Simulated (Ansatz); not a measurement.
Basis-set extrapolation for `BC(=C)CC` (PBE0-D4/def2-TZVP geometry, frozen core, Ansatz 0.2.0). Multiplicity 1, RHF reference.

```json
{"": "HF", "def2-TZVPP": "-181.428052", "def2-QZVPP": "-181.436564"}
{"": "MP2 correlation", "def2-TZVPP": "-0.776330", "def2-QZVPP": "-0.824715"}
{"": "CCSD(T) correlation", "def2-TZVPP": "-0.864766", "def2-QZVPP": "not run"}
```

Energies in hartree. Use E(X) = E(∞) + A·exp(−7.88·√X) for Hartree–Fock and E(X) = E(∞) + B·X^(−2.97) for correlation, with X = 3 and 4, and add CCSD(T) minus MP2 of the smaller set to the MP2 limit.

Problem. What is the CCSD(T) energy at the basis-set limit?

Solution. HF limit: -181.436564 + (-0.008512) × 0.13774 = -181.43774. MP2 limit: -0.824715 + (-0.048385) × 0.74074 = -0.86056. Higher-order term: -0.864766 − (-0.776330) = -0.08844. Total: -182.38674 hartree, 2.56 eV below CCSD(T)/def2-TZVPP.
